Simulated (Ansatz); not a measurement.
Ansatz (a program for electronic structure) input file for C3H7NOSi, SMILES C[C@H]([SiH2]O)C#N, PBE0/def2-SVPD. The structure is a stationary point at B3LYP-D3(BJ)/def2-SVP. The structure was generated by enumeration; whether it is a known compound was not checked. Other conformers were not sampled.

Ansatz 0.2 input:
```yaml
crystal:
  periodic: [false, false, false]
  atoms:
    - {symbol: C, position_ang: [-1.92720165, 0.03448446, 0.56120167]}
    - {symbol: C, position_ang: [-0.82619240, 0.19641008, -0.50731762]}
    - {symbol: C, position_ang: [-0.11605749, 1.46344503, -0.38123498]}
    - {symbol: N, position_ang: [0.52042680, 2.42112758, -0.22130922]}
    - {symbol: Si, position_ang: [0.52196917, -1.16377944, -0.36201179]}
    - {symbol: O, position_ang: [1.38493347, -0.91027720, 1.03745853]}
    - {symbol: H, position_ang: [-1.49116541, 0.03802670, 1.57151564]}
    - {symbol: H, position_ang: [-2.66687891, 0.84707134, 0.50330016]}
    - {symbol: H, position_ang: [-2.45177273, -0.92213886, 0.41962688]}
    - {symbol: H, position_ang: [-1.26055769, 0.14172748, -1.52137756]}
    - {symbol: H, position_ang: [-0.13958194, -2.48500631, -0.22673596]}
    - {symbol: H, position_ang: [1.36854603, -1.10307208, -1.58673049]}
    - {symbol: H, position_ang: [1.82809609, -0.05540887, 1.12216804]}
basis:
  gaussian:
    orbitals: def2-SVPD
hamiltonian:
  xc: {name: PBE0}
```

Log of the run:

```
WARN ansatz: RAYON_NUM_THREADS=2 ignored (pool sized by the plan → 2); use --threads N
Functional definition: PBE0
integrals: 0.12 GiB planned
1560 factors; their error is unknown
mean field: 1.06 GiB planned
mean field evaluation 1: about -14613.2824 eV, gradient 6.7e1 eV
mean field evaluation 2: about -14601.6708 eV, gradient 1.0e2 eV
mean field evaluation 4: about -14622.1117 eV, gradient 7.4e0 eV
mean field evaluation 8: about -14622.2282 eV, gradient 1.2e-1 eV
mean field evaluation 16: about -14622.2824 eV, gradient 1.9e-4 eV
mean field -14622.28243910 eV, -537.3589682980 hartree, gradient 3.5e-5 eV, S^2 0.000000; 0 other end points of the search recorded, 0 dependent functions left out
reference -14622.28247956 eV, -537.3589697849 hartree; 27, 27 occupied and 156, 156 virtual orbitals, 1560 factors
Total energy: -14622.28247956 eV, -537.3589697849 hartree
```

The run converged.
